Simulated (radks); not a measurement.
Fractional charge and spin in the 1s shell of beryllium: the spin-up occupation runs from 0 to 1 and the spin-down occupation from 0 to 1; the fullest corner is Be, 2s2 1s(up 1, down 1). Calculated with a radial shooting solver on a logarithmic mesh with Libxc functionals: scalar-relativistic Kohn-Sham, PBEsol, spin-polarised, spherical densities, finite nucleus; Fermi nuclear charge, rms radius of each element as measured or else 0.836 A^(1/3) + 0.57 fm. Energy (eV) minus the two flat planes that join the four corners (they meet along the diagonal where the two added fractions sum to one electron); zero is where a piecewise linear energy would lie.

down \ up       0    0.25     0.5    0.75       1
0           0.000  -3.558  -5.088  -3.947   0.000
0.25       -3.558  -3.281  -1.066   3.668  -2.816
0.5        -5.088  -1.066   4.759  -0.913  -4.050
0.75       -3.947   3.668  -0.913  -3.232  -3.153
1           0.000  -2.816  -4.050  -3.153   0.000

Corners above the fullest one (they belong to Be+ and the next ion): (up 1, down 0) 122.61 eV, (up 0, down 1) 122.61 eV, (up 0, down 0) 300.77 eV. With half an added electron in each spin the energy lies 4.759 eV from the planes, and with half an added electron in spin up alone -5.088 eV. The planes are only a guide here: the flat-plane condition holds for ground states with one frontier orbital, while this shell lies below other occupied shells, so the corners above the fullest one are inner-hole states and not the ground states of those ions.
